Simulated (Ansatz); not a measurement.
`[Se]=C1C[SiH2]C1` → 3 C• + 6 H• + Se• + Si•  (atomization)

Program: Ansatz. Geometries: PBE0-D4/def2-TZVP. ΔE: electronic, gas phase. CBS: MP2 limit from def2 TZ/QZ plus the TZ coupled-cluster correction, frozen cores. This one scheme is used for every species, atoms too. Open shells (•) are unrestricted, without spin–orbit coupling. Spin–orbit coupling would lower the free atoms: a little for C, Si; clearly for Se. For Se outer-core shells are correlated without core-valence functions, so the limit isn't a true one: a few kJ/mol of doubt a bond, and 10 to 20 or more in all where bonds break to atoms. Scalar relativity is left out up to krypton.

`[Se]=C1C[SiH2]C1`:

Z-matrix (Å, degrees):
```
Si
C 1 1.903
C 1 2.262 2 41.0
C 1 1.903 2 76.7 3 24.5
H 1 1.480 2 113.8 3 -86.0
H 1 1.486 2 118.3 3 139.7
H 2 1.085 1 126.8 3 118.0
H 2 1.098 1 105.5 3 -110.0
Se 3 1.767 1 140.7 2 -109.0
H 4 1.098 1 105.5 2 85.5
H 4 1.085 1 126.8 2 -142.5
```

```tsv
level	ΔE (eV)
HF/def2-TZVPP	30.56
HF/CBS(def2)	30.61
```

Q: What does CCSD(T)/CBS give? (Best estimate.)

A: The calculation gave: +42.41 eV. The listed levels differ from it by -11.85, -11.80 eV.

Largest T1 diagnostic among the species: 0.016.

From PBE to PBE0 (25 % exact exchange), in def2-TZVPP and without D4, ΔE moves by −0.66 eV: exact exchange takes away binding that semilocal exchange gives to molecules. The D4 term adds +0.49 eV with B3LYP and +0.26 eV with PBE0; it sums over pairs of atoms, weighted by their polarisabilities, and B3LYP, whose exchange is more repulsive, gets the larger term.

B3LYP here is the variant with VWN-RPA as its local correlation; programs differ in this.

For atomizations the MP2-based limit and the directly extrapolated one differ by several kJ/mol either way, and by 10 to 25 for some Ge, Se and Sn compounds, so smaller differences from it don't rank the levels.
